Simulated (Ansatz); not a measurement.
## Ligand exchange: HBr + C2F3I → HI + C2BrF3

Gas-phase species: HBr (hydrogen bromide), singlet; C2F3I (trifluoroiodoethylene) `FC(F)=C(F)I`, singlet; HI (hydrogen iodide), singlet; C2BrF3 (bromotrifluoroethene) `FC(F)=C(F)Br`, singlet. The partners trade Br for I: H–Br and C–I bonds give way to H–I and C–Br.

Shapes, held fixed at every level: PBE0-D4/def2-TZVP. Programs: Ansatz 0.2.0. The zero-point and thermal change to 298 K, harmonic and unscaled (PBE0-D4/def2-TZVP), is -1.2 kJ/mol.

```csv
level,kind,ΔH(298 K) (kJ/mol),less CCSD(T)/def2-TZVPP
HF/def2-SVP,Hartree–Fock,+0.3,-7.3
SPW92/def2-TZVPP,LDA,+3.9,-3.7
r2SCAN-D4/def2-TZVPP,meta-GGA,+6.7,-0.9
PBE0-D4/def2-TZVPP,global hybrid,+6.3,-1.3
wB97M-V/def2-TZVPP,range-separated hybrid,+7.0,-0.6
CCSD/def2-SVP,coupled cluster or CI,+3.7,-3.9
CCSD(T)/def2-TZVPP,coupled cluster or CI,+7.6,0.0
```

The highest level, CCSD(T)/def2-TZVPP, gives ΔH(298 K) = +7.6 kJ/mol; the levels span +0.3 to +7.6. The column of differences is taken from that level and isn't an error. No measured value is set beside it here. For atoms past krypton def2 sets carry core potentials with scalar relativity. Relativity is left out for Br. Outer-core shells of Br, I are correlated, in sets that cover them unevenly.
